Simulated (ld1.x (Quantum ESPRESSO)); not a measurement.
## Which change was made? (Bi, TM)

* Element: Bi
* Generator: ld1.x (Quantum ESPRESSO) 7.5
* Type: norm-conserving Troullier–Martins (Kleinman–Bylander form)
* Functional: PBE
* Relativity: scalar-relativistic
* Frozen core: [Xe] 4f14 5d10
* Valence charge: 5
* Reference configuration: 6s2 6p3
* Partial waves: 6s (bound): rc 1.65 bohr; 6p (bound): rc 2.30 bohr
* Local potential: the p channel
* Core correction: none

Cutoffs, loose and tight: the cutoffs (Ry, on a coarse ladder) from which the occupation-weighted sum of valence levels, in a spherical-Bessel basis at the reference potential, stays within 10 and 1 mRy of its value at 400 Ry. They do not see the model core or the augmentation charge, which bear on the density cutoff. Test errors are all-electron minus pseudo excitation energies from the reference, over the configurations 6s2 6p2; 6s2 6p1; 6s2 6p0; 6s0 6p5; 6s1 6p4; 6s2 6p3.3; 6s2 6p2.5; variants that change the core or the reference have their own tests.

The base gives: outcome: generated; cutoff, loose: 30 Ry; cutoff, tight: 80 Ry; bound ghosts: none; largest test error (meV): +80.

Problem. After one change the result is: outcome: generated; cutoff, loose: 30 Ry; cutoff, tight: 80 Ry; bound ghosts: none; largest test error (meV): -257. Which change was it?
A. wave 6s (bound): rc 1.65 bohr becomes 6s (bound): rc 1.54 bohr
B. local potential all-electron potential smoothed inside 2.15 bohr (lloc = -1)
C. all radii scaled by about 1.30 (s 2.14, p 2.98 bohr)
D. core [Kr] 4d10 4f14, valence charge 23; reference 5s2 5p6 5d10 6s2 6p3; waves now 5s (bound): rc 1.50 bohr; 5p (bound): rc 1.20 bohr; 5d (bound): rc 1.85 bohr; local potential all-electron potential smoothed inside 1.20 bohr (lloc = -1)
E. core correction a·sin(br)/r model core inside 1.46 bohr

Solution. E. The others give: local potential all-electron potential smoothed inside 2.15 bohr (lloc = -1) → outcome: generated; cutoff, loose: 30 Ry; cutoff, tight: 70 Ry; bound ghosts: d; largest test error (meV): +207 | all radii scaled by about 1.30 (s 2.14, p 2.98 bohr) → outcome: generated; cutoff, loose: 25 Ry; cutoff, tight: 35 Ry; bound ghosts: none; largest test error (meV): +79 | wave 6s (bound): rc 1.65 bohr becomes 6s (bound): rc 1.54 bohr → outcome: generated; cutoff, loose: 50 Ry; cutoff, tight: 110 Ry; bound ghosts: none; largest test error (meV): +95 | core [Kr] 4d10 4f14, valence charge 23; reference 5s2 5p6 5d10 6s2 6p3; waves now 5s (bound): rc 1.50 bohr; 5p (bound): rc 1.20 bohr; 5d (bound): rc 1.85 bohr; local potential all-electron potential smoothed inside 1.20 bohr (lloc = -1) → outcome: failed: the pseudo-atom did not reach self-consistency.
